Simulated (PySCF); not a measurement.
**Computed properties of Te(OH)(NH2) (H₃NOTe), SMILES N[Te]O**

H3NOTe, SMILES N[Te]O. Geometry optimised at PBE0-D3(BJ)/def2-TZVP. The def2 effective core potentials stand for the cores of Te; spin–orbit coupling is left out. One conformer was computed; it need not be the lowest. All values are computed for the isolated molecule unless a solvent is named; none is compared with measurement here.

**Structure.** All 12 harmonic modes at PBE0-D3(BJ)/def2-TZVP (PySCF) are real, so it is a minimum. With heavy atoms numbered as in [Te:1]([OH:2])[NH2:4], the shortest bond between them is Te1–O2 at 1.971 Å and the longest Te1–N4 at 1.979 Å.

**Vibrations.** The strongest infrared lines (harmonic, unscaled, degenerate partners summed) lie at 489 cm⁻¹ (179 km/mol, H 51 %, N 46 %), 391 cm⁻¹ (88 km/mol, H 94 %), 3864 cm⁻¹ (83 km/mol, H 94 %). The softest mode is at 212 cm⁻¹ and the zero-point energy is 24.9 kcal/mol.

**Electronic structure.** ωB97X/def2-TZVPD (PySCF) places the frontier levels at -8.35 and 0.75 eV, a gap of 9.10 eV, and gives a dipole moment of 1.58 D and a mean polarisability of 54.8 bohr³.

**Excitations.** TDA-ωB97X/def2-SVPD (PySCF) has S1 at 3.63 eV (341 nm, f = 0.002, weak); the most intense of the 10 singlets computed lies at 5.78 eV (f = 0.15). T1 (TDA) is at 2.93 eV, 0.70 eV under S1. No vertical singlet excitation falls in the visible range (under 3.1 eV).
